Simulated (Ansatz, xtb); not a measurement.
## Relaxing a trial structure of ClFH2SiSn2

The starting geometry of this gas-phase singlet was built from a drawn formula by distance geometry and a force field; its bonds are those of `[F][SnH2][Sn]#[Si]Cl`.

```yaml
atoms:
  - { symbol: Cl, position_ang: [-3.8529, -3.8545, 2.9520] }
  - { symbol: F, position_ang: [0.1046, 0.8540, -1.9856] }
  - { symbol: Si, position_ang: [-2.4543, -2.6205, 2.0002] }
  - { symbol: Sn, position_ang: [0.8382, 0.2001, -0.3472] }
  - { symbol: Sn, position_ang: [-1.0555, -1.3572, 1.0025] }
  - { symbol: H, position_ang: [2.2664, -0.7119, -0.6484] }
  - { symbol: H, position_ang: [1.2260, 1.5972, 0.6605] }
```

Task: Where would you expect an optimisation with r2SCAN-D4/def2-SVP to take it?

Result: A new bond forms, giving a structure given below by its coordinates. Distances that change by over a tenth: Si3–Sn5 (2.13 → 2.37 Å). Contacts that close: Si3–Sn4 (4.93 → 2.78 Å).

The energy falls by 2.43 eV over 30 steps:

```json
{"step": "1", "E − E(last) (eV)": "2.428"}
{"step": "4", "E − E(last) (eV)": "1.246"}
{"step": "7", "E − E(last) (eV)": "0.750"}
{"step": "11", "E − E(last) (eV)": "0.623"}
{"step": "14", "E − E(last) (eV)": "0.506"}
{"step": "17", "E − E(last) (eV)": "0.324"}
{"step": "20", "E − E(last) (eV)": "0.082"}
{"step": "24", "E − E(last) (eV)": "0.002"}
{"step": "27", "E − E(last) (eV)": "0.000"}
{"step": "30", "E − E(last) (eV)": "0.000"}
```

Final geometry (Å):

```xyz
7

Cl   -1.5526   -3.6495    1.2516
F    -0.1790   -0.1081   -1.7127
Si   -1.8366   -1.6194    1.5017
Sn    0.2591   -0.3668    0.1800
Sn   -2.0801    0.7293    1.7448
H     1.1532   -1.8371    0.1788
H     1.3083    0.9588    0.4897
```

From the same start GFN2-xTB ends elsewhere, differing in F2–Sn4 (2.81 against 1.96 Å here), F2–Sn5 (2.17 against 4.03 Å here), Sn4–Sn5 (3.82 against 3.02 Å here), Sn4–H7 (2.50 against 1.72 Å here).

The end wasn't checked by frequencies. Atoms past krypton carry core potentials, without spin–orbit terms. Run with Ansatz 0.2.0, 49 s on 2 threads of Intel(R) Xeon(R) 6975P-C (Granite Rapids) (shared host).
